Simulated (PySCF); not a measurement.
**Working out the ionisation energy of Te(2+)**

Te(2+) [Kr] 4d10 5s2 5p2 (3P) → Te(3+) [Kr] 4d10 5s2 5p1 (2P). Computed with PySCF 2.14 in aug-cc-pVTZ-DK3 (8s7p5d2f, 68 functions), with scalar relativity by spin-free X2C-1e. Frozen: [Kr] 4d10. Energies in hartree (1 hartree = 27.21139 eV):

```csv
part,Te(2+) (lower),Te(3+) (upper)
UHF,-6789.634655,-6788.643890
MP2 opposite-spin,-0.039512,-0.032835
MP2 same-spin,-0.007776,-0.002314
```

Problem. What does Hartree-Fock give?

Solution. (-6788.643890) − (-6789.634655) = 0.990765 hartree = 26.960 eV.

Problem. What do MP2 and SCS-MP2 (6/5 opposite-spin, 1/3 same-spin) give?

Solution. The opposite-spin parts differ by 0.182 eV and the same-spin parts by 0.149 eV. MP2: 26.960 + (0.182) + (0.149) = 27.291 eV. SCS-MP2: 26.960 + 1.2 × (0.182) + (0.149)/3 = 27.228 eV.

A first-order spin-orbit estimate adds -0.078 eV to MP2 (valence), giving 27.213 eV against 27.84 ± 0.04 eV (measured; NIST Atomic Spectra Database, ionization energies).

What remains against the reference includes basis incompleteness, the frozen core and correlation beyond second order.
